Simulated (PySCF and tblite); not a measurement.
The numbers below are computed, except where a source is named.
## Rotation: stationary points, barriers and rates

System: C₄H₅FO₃, numbered as in [CH3:1][O:2][C:3](=[O:4])/[CH:5]=[C:6](/[OH:7])[F:8].

Motion: rotation about the C6–O7 bond (torsion C5–C6–O7–H from 180° to 360°, rising). Geometries: GFN2-xTB; energies: PBE0/pcSseg-1 + D3(BJ), IEF-PCM acetonitrile; zero-point and thermal terms from GFN2-xTB harmonic modes (soft modes blended into free rotors). Rates follow Eyring's equation with the number of equivalent paths and no tunnelling. Run with tblite and PySCF.

| point | symmetry | E(GFN2) kcal/mol | E(DFT) kcal/mol | ZPE change kcal/mol | lowest mode cm⁻¹ | dipole D |
| --- | --- | --- | --- | --- | --- | --- |
| start | Cs | 0.0 | 0.0 | 0.00 | 49 | 2.62 |
| saddle | C1 | 7.3 | 4.5 | -0.66 | 449i | 4.17 |
| end | C1 | 3.2 | -0.3 | 0.14 | 50 | 4.98 |

```
Electronic barrier                                      : 4.5 kcal/mol
Barrier with zero-point energy                          : 3.9 kcal/mol
ΔH‡ (298 K)                                             : 3.7 kcal/mol
ΔS‡ (298 K, symmetry apart)                             : -0.9 cal/(mol K)
Paths                                                   : 2 equivalent paths
End point                                               : a different minimum
Mean lifetime of the start against this motion at 298 K : 65 ps
Cost                                                    : 54 s on 1 thread of Intel Xeon Platinum 8488C, shared host (rough), peak memory 0.86 GiB, launched as `OMP_NUM_THREADS=1 python ens_run.py task.json out`
```

| T/K | ΔG‡ kcal/mol | k s⁻¹ | ΔG kcal/mol | k back s⁻¹ |
| --- | --- | --- | --- | --- |
| 200 | 3.9 | 4.6×10⁸ | -0.1 | 1.7×10⁸ |
| 250 | 3.9 | 3.8×10⁹ | -0.1 | 1.6×10⁹ |
| 298 | 4.0 | 1.5×10¹⁰ | -0.1 | 6.5×10⁹ |
| 350 | 4.0 | 4.5×10¹⁰ | -0.1 | 2×10¹⁰ |
| 400 | 4.1 | 9.8×10¹⁰ | -0.1 | 4.4×10¹⁰ |

ΔG and ΔG‡ leave out symmetry numbers and mirror images; rates count paths: 2 out, 1 back.
